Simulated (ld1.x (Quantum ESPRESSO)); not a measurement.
Ge (Z = 32) TM: all-electron and pseudo phase curves

- Element: Ge (Z = 32)
- Generator: ld1.x (Quantum ESPRESSO) 7.5
- Type: norm-conserving Troullier–Martins (Kleinman–Bylander form)
- Functional: PBE
- Relativity: scalar-relativistic
- Frozen core: [Ar] 3d10
- Valence charge: 4
- Reference configuration: 4s1.75 4p2.25
- Partial waves: 4p (bound): rc 1.50 bohr; 4d channel at -0.15 Ry: rc 2.05 bohr; 4s (bound): rc 1.90 bohr
- Local potential: the s channel
- Core correction: a·sin(br)/r model core inside 0.75 bohr

The phase is arctan(r·u′/u) with u = r·R(r), unwrapped; energies in Ry, scanned from -3 to 5 Ry. A pole is an energy at which the radial function vanishes at the test radius. The pseudo phase is shifted by a multiple of π to meet the all-electron one at the reference energy, and phase errors are pseudo minus all-electron; the curves can meet again beyond the range given. Levels narrower than the energy grid can be missing from the lists of poles.

Question: For each channel, where are the poles, and over which energies does the pseudopotential scatter like the atom?

Answer:

```
channel  radius (bohr)  reference energy (Ry)  poles, all-electron  poles, pseudo  unbroken range about the reference energy with phases within 0.05 rad  phase error 1 Ry above the reference energy (rad)
      s           2.26                  -0.88                 0.86           0.82                                                              below 3.0                                             -0.003
      p           2.26                  -0.30                 2.20           2.22                                                        the whole range                                             +0.001
      d           2.26                  -0.15          -2.14, 4.55           4.49                                                            -1.8 to 0.9                                             -0.037
```

Note: ghost states, extra bound levels that the all-electron valence spectrum of the same l lacks: p at -446.6 eV, d at -118.0 eV. A true bound ghost makes a file unfit for plane-wave use.

Phases in the s channel:

| E (Ry) | all-electron | pseudo |
| --- | --- | --- |
| -3.00 | 1.203 | 1.201 |
| -2.52 | 1.123 | 1.121 |
| -2.04 | 0.971 | 0.969 |
| -1.56 | 0.603 | 0.600 |
| -1.08 | -0.346 | -0.347 |
| -0.60 | -1.095 | -1.096 |
| -0.12 | -1.366 | -1.368 |
| 0.36 | -1.492 | -1.496 |
| 0.84 | -1.568 | -1.574 |
| 1.32 | -1.623 | -1.632 |
| 1.80 | -1.669 | -1.683 |
| 2.28 | -1.714 | -1.735 |
| 2.76 | -1.761 | -1.798 |
| 3.24 | -1.819 | -1.885 |
| 3.72 | -1.897 | -2.035 |
| 4.20 | -2.019 | -2.370 |
| 4.68 | -2.244 | -3.221 |
